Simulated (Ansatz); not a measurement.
# Molecular dynamics of F3H3W

Input:

```yaml
crystal:
  periodic: [false, false, false]
  atoms:
    - { symbol: W, position_ang: [0.053427, -0.010499, 0.377232] }
    - { symbol: F, position_ang: [0.118052, 0.06548, 2.231088] }
    - { symbol: H, position_ang: [1.374468, 0.119578, -0.604065] }
    - { symbol: F, position_ang: [-0.302323, 1.741941, -0.107911] }
    - { symbol: H, position_ang: [-1.074764, 0.554308, -2.548087] }
    - { symbol: F, position_ang: [-0.320627, -1.752327, -0.080798] }
    - { symbol: H, position_ang: [-0.527593, 0.20249, -2.682737] }
basis:
  gaussian: { orbitals: def2-SVP }
hamiltonian:
  xc: hf
md:
  timestep: 1.0
  n_steps: 166
  ensemble: nvt_nose_hoover
  temperature: 1000.0
  initial_velocities: maxwell_boltzmann
  seed: 915736
  nose_hoover: { tau: 3.0, chain_length: 1 }
```

Run as:

```bash
$ ansatz run input.yaml --threads 1 --pin off --max-ram 2048MiB --backend cpu --events-out ev --progress --plain --runs-dir out
```

It goes on from the last frame of an earlier run, with new velocities.

Output, in part (one step line in 3, the closing report, with atoms numbered from 0):

```
md step     0: t =     0.00 fs  T =  1000.0 K  F+E_penalty+E_count = -9965.58441807 eV  E_kin = 0.646300 eV  conserved = -9964.93811807 eV  (132 SCF iters)
md step     3: t =     3.00 fs  T =   991.8 K  F+E_penalty+E_count = -9965.59782619 eV  E_kin = 0.640986 eV  conserved = -9964.93348910 eV  (78 SCF iters)
md step     6: t =     6.00 fs  T =  1103.1 K  F+E_penalty+E_count = -9965.65332355 eV  E_kin = 0.712963 eV  conserved = -9964.95032231 eV  (79 SCF iters)
md step     9: t =     9.00 fs  T =  1199.3 K  F+E_penalty+E_count = -9965.62234632 eV  E_kin = 0.775105 eV  conserved = -9964.96503607 eV  (78 SCF iters)
md step    12: t =    12.00 fs  T =   780.3 K  F+E_penalty+E_count = -9965.23342591 eV  E_kin = 0.504329 eV  conserved = -9964.90930523 eV  (73 SCF iters)
md step    15: t =    15.00 fs  T =  1033.2 K  F+E_penalty+E_count = -9965.25007735 eV  E_kin = 0.667748 eV  conserved = -9964.86734396 eV  (72 SCF iters)
md step    18: t =    18.00 fs  T =   868.5 K  F+E_penalty+E_count = -9965.39946965 eV  E_kin = 0.561338 eV  conserved = -9964.92086154 eV  (70 SCF iters)
md step    21: t =    21.00 fs  T =  1105.5 K  F+E_penalty+E_count = -9965.73447601 eV  E_kin = 0.714468 eV  conserved = -9964.96507949 eV  (71 SCF iters)
md step    24: t =    24.00 fs  T =  1076.1 K  F+E_penalty+E_count = -9965.77882590 eV  E_kin = 0.695469 eV  conserved = -9964.96319973 eV  (73 SCF iters)
md step    27: t =    27.00 fs  T =   856.1 K  F+E_penalty+E_count = -9965.56185199 eV  E_kin = 0.553328 eV  conserved = -9964.93066761 eV  (78 SCF iters)
md step    30: t =    30.00 fs  T =   971.6 K  F+E_penalty+E_count = -9965.43016095 eV  E_kin = 0.627961 eV  conserved = -9964.90034725 eV  (76 SCF iters)
md step    33: t =    33.00 fs  T =   726.0 K  F+E_penalty+E_count = -9965.23679099 eV  E_kin = 0.469206 eV  conserved = -9964.91159992 eV  (73 SCF iters)
md step    36: t =    36.00 fs  T =  1205.9 K  F+E_penalty+E_count = -9965.46715938 eV  E_kin = 0.779366 eV  conserved = -9964.96125440 eV  (71 SCF iters)
md step    39: t =    39.00 fs  T =  1305.2 K  F+E_penalty+E_count = -9965.49624976 eV  E_kin = 0.843558 eV  conserved = -9964.93804869 eV  (69 SCF iters)
md step    42: t =    42.00 fs  T =   985.8 K  F+E_penalty+E_count = -9965.39230483 eV  E_kin = 0.637143 eV  conserved = -9964.91876871 eV  (76 SCF iters)
md step    45: t =    45.00 fs  T =   957.1 K  F+E_penalty+E_count = -9965.56187036 eV  E_kin = 0.618594 eV  conserved = -9964.90105005 eV  (71 SCF iters)
md step    48: t =    48.00 fs  T =   554.7 K  F+E_penalty+E_count = -9965.53960363 eV  E_kin = 0.358476 eV  conserved = -9964.92735049 eV  (75 SCF iters)
md step    51: t =    51.00 fs  T =   941.0 K  F+E_penalty+E_count = -9965.66659048 eV  E_kin = 0.608174 eV  conserved = -9964.94465551 eV  (58 SCF iters)
md step    54: t =    54.00 fs  T =  1564.3 K  F+E_penalty+E_count = -9965.65555510 eV  E_kin = 1.011001 eV  conserved = -9964.95126103 eV  (61 SCF iters)
md step    57: t =    57.00 fs  T =   647.9 K  F+E_penalty+E_count = -9965.05196960 eV  E_kin = 0.418754 eV  conserved = -9964.90863319 eV  (55 SCF iters)
md step    60: t =    60.00 fs  T =  1209.4 K  F+E_penalty+E_count = -9965.29235641 eV  E_kin = 0.781638 eV  conserved = -9964.92223405 eV  (54 SCF iters)
md step    63: t =    63.00 fs  T =   963.1 K  F+E_penalty+E_count = -9965.13048070 eV  E_kin = 0.622464 eV  conserved = -9964.91966851 eV  (52 SCF iters)
md step    66: t =    66.00 fs  T =   950.8 K  F+E_penalty+E_count = -9965.12251804 eV  E_kin = 0.614505 eV  conserved = -9964.91769221 eV  (57 SCF iters)
md step    69: t =    69.00 fs  T =  1561.8 K  F+E_penalty+E_count = -9965.62023149 eV  E_kin = 1.009403 eV  conserved = -9964.92425599 eV  (61 SCF iters)
md step    72: t =    72.00 fs  T =   651.5 K  F+E_penalty+E_count = -9965.57850088 eV  E_kin = 0.421070 eV  conserved = -9964.91753339 eV  (71 SCF iters)
md step    75: t =    75.00 fs  T =   526.1 K  F+E_penalty+E_count = -9965.61558759 eV  E_kin = 0.340040 eV  conserved = -9964.91636910 eV  (77 SCF iters)
md step    78: t =    78.00 fs  T =   943.2 K  F+E_penalty+E_count = -9965.64658345 eV  E_kin = 0.609612 eV  conserved = -9964.92027262 eV  (74 SCF iters)
md step    81: t =    81.00 fs  T =  1558.1 K  F+E_penalty+E_count = -9965.59858851 eV  E_kin = 1.007007 eV  conserved = -9964.92007826 eV  (78 SCF iters)
md step    84: t =    84.00 fs  T =  1087.8 K  F+E_penalty+E_count = -9965.49215948 eV  E_kin = 0.703028 eV  conserved = -9964.91542074 eV  (77 SCF iters)
md step    87: t =    87.00 fs  T =   580.3 K  F+E_penalty+E_count = -9965.39885566 eV  E_kin = 0.375048 eV  conserved = -9964.91284934 eV  (77 SCF iters)
md step    90: t =    90.00 fs  T =   866.6 K  F+E_penalty+E_count = -9965.47636437 eV  E_kin = 0.560093 eV  conserved = -9964.91069141 eV  (74 SCF iters)
md step    93: t =    93.00 fs  T =  1434.9 K  F+E_penalty+E_count = -9965.58634698 eV  E_kin = 0.927351 eV  conserved = -9964.91437331 eV  (77 SCF iters)
md step    96: t =    96.00 fs  T =  1170.9 K  F+E_penalty+E_count = -9965.71806760 eV  E_kin = 0.756776 eV  conserved = -9964.92346343 eV  (71 SCF iters)
md step    99: t =    99.00 fs  T =   651.7 K  F+E_penalty+E_count = -9965.70787585 eV  E_kin = 0.421166 eV  conserved = -9964.92280971 eV  (74 SCF iters)
md step   102: t =   102.00 fs  T =   613.6 K  F+E_penalty+E_count = -9965.65211907 eV  E_kin = 0.396586 eV  conserved = -9964.91779483 eV  (73 SCF iters)
md step   105: t =   105.00 fs  T =  1163.4 K  F+E_penalty+E_count = -9965.58083502 eV  E_kin = 0.751910 eV  conserved = -9964.91058064 eV  (73 SCF iters)
md step   108: t =   108.00 fs  T =  1442.4 K  F+E_penalty+E_count = -9965.41732039 eV  E_kin = 0.932215 eV  conserved = -9964.90841713 eV  (75 SCF iters)
md step   111: t =   111.00 fs  T =  1030.3 K  F+E_penalty+E_count = -9965.53551136 eV  E_kin = 0.665902 eV  conserved = -9964.92323784 eV  (77 SCF iters)
md step   114: t =   114.00 fs  T =   672.6 K  F+E_penalty+E_count = -9965.56513702 eV  E_kin = 0.434696 eV  conserved = -9964.92278956 eV  (79 SCF iters)
md step   117: t =   117.00 fs  T =   873.2 K  F+E_penalty+E_count = -9965.63445582 eV  E_kin = 0.564377 eV  conserved = -9964.92143544 eV  (80 SCF iters)
md step   120: t =   120.00 fs  T =  1325.5 K  F+E_penalty+E_count = -9965.67386047 eV  E_kin = 0.856680 eV  conserved = -9964.91954485 eV  (80 SCF iters)
md step   123: t =   123.00 fs  T =  1014.0 K  F+E_penalty+E_count = -9965.56357201 eV  E_kin = 0.655328 eV  conserved = -9964.91319189 eV  (81 SCF iters)
md step   126: t =   126.00 fs  T =   725.2 K  F+E_penalty+E_count = -9965.52614722 eV  E_kin = 0.468681 eV  conserved = -9964.91387540 eV  (78 SCF iters)
md step   129: t =   129.00 fs  T =   744.2 K  F+E_penalty+E_count = -9965.45171908 eV  E_kin = 0.480963 eV  conserved = -9964.91682001 eV  (81 SCF iters)
md step   132: t =   132.00 fs  T =  1414.3 K  F+E_penalty+E_count = -9965.51008715 eV  E_kin = 0.914089 eV  conserved = -9964.92288665 eV  (76 SCF iters)
md step   135: t =   135.00 fs  T =  1409.7 K  F+E_penalty+E_count = -9965.53676098 eV  E_kin = 0.911116 eV  conserved = -9964.92188400 eV  (76 SCF iters)
md step   138: t =   138.00 fs  T =   760.7 K  F+E_penalty+E_count = -9965.54944606 eV  E_kin = 0.491660 eV  conserved = -9964.91748943 eV  (71 SCF iters)
md step   141: t =   141.00 fs  T =   610.0 K  F+E_penalty+E_count = -9965.57555996 eV  E_kin = 0.394248 eV  conserved = -9964.91458450 eV  (73 SCF iters)
md step   144: t =   144.00 fs  T =   833.2 K  F+E_penalty+E_count = -9965.53044262 eV  E_kin = 0.538511 eV  conserved = -9964.91317180 eV  (78 SCF iters)
md step   147: t =   147.00 fs  T =  1539.2 K  F+E_penalty+E_count = -9965.57692946 eV  E_kin = 0.994813 eV  conserved = -9964.91728648 eV  (77 SCF iters)
md step   150: t =   150.00 fs  T =  1043.1 K  F+E_penalty+E_count = -9965.46830250 eV  E_kin = 0.674126 eV  conserved = -9964.91836848 eV  (77 SCF iters)
md step   153: t =   153.00 fs  T =   701.8 K  F+E_penalty+E_count = -9965.44648650 eV  E_kin = 0.453602 eV  conserved = -9964.92239944 eV  (70 SCF iters)
md step   156: t =   156.00 fs  T =   879.5 K  F+E_penalty+E_count = -9965.45989199 eV  E_kin = 0.568439 eV  conserved = -9964.92271718 eV  (73 SCF iters)
md step   159: t =   159.00 fs  T =  1262.7 K  F+E_penalty+E_count = -9965.38859664 eV  E_kin = 0.816065 eV  conserved = -9964.91005941 eV  (80 SCF iters)
md step   162: t =   162.00 fs  T =  1275.3 K  F+E_penalty+E_count = -9965.48725309 eV  E_kin = 0.824249 eV  conserved = -9964.90799314 eV  (78 SCF iters)
md step   165: t =   165.00 fs  T =   627.4 K  F+E_penalty+E_count = -9965.44280671 eV  E_kin = 0.405460 eV  conserved = -9964.91478792 eV  (164 SCF iters)
md step   166: t =   166.00 fs  T =   533.0 K  F+E_penalty+E_count = -9965.41780729 eV  E_kin = 0.344471 eV  conserved = -9964.91359250 eV  (166 SCF iters)
Total energy: -9965.41780729 eV, -366.2223496152 hartree
Atom 0 at     0.057216    -0.065040     0.425885 Å, force     0.060017     0.294488     1.983971 eV/Å
Atom 1 at     0.214734     0.502839     2.294715 Å, force    -0.216376    -0.922402    -2.203764 eV/Å
Atom 2 at     1.507615     0.184848    -0.319583 Å, force     0.329332    -0.303014    -0.094346 eV/Å
Atom 3 at    -0.318741     1.663059    -0.101898 Å, force    -0.355661     0.880827    -0.076960 eV/Å
Atom 4 at    -1.110844     0.569913    -3.848724 Å, force    -0.234388    -1.614198     1.039297 eV/Å
Atom 5 at    -0.406480    -1.570871    -0.528000 Å, force     0.183575     0.061939     0.389414 eV/Å
Atom 6 at    -1.210423    -0.107609    -3.423768 Å, force     0.233501     1.602360    -1.037611 eV/Å
Dipole moment:    -0.161188    -0.494488    -0.103038 e Å
```

All steps were run. The conserved energy wandered by up to 10.9 meV per atom (net 3.5 meV per atom), which is poor conservation. A run of 0.17 ps of so small a system gives no equilibrium averages.

The same pairs are bonded in the first frame and the last. Pairs count as bonded within 1.25 times the sum of covalent radii (0.12 Å more for H–H).

Last frame:

```xyz
7
Properties=species:S:1:pos:R:3
W 0.057 -0.065 0.426
F 0.215 0.503 2.295
H 1.508 0.185 -0.320
F -0.319 1.663 -0.102
H -1.111 0.570 -3.849
F -0.406 -1.571 -0.528
H -1.210 -0.108 -3.424
```

Time of the run: 5.1 min on 1 thread of Intel(R) Xeon(R) Platinum 8488C (Sapphire Rapids), with other jobs on the host, peak memory 0.18 GiB.
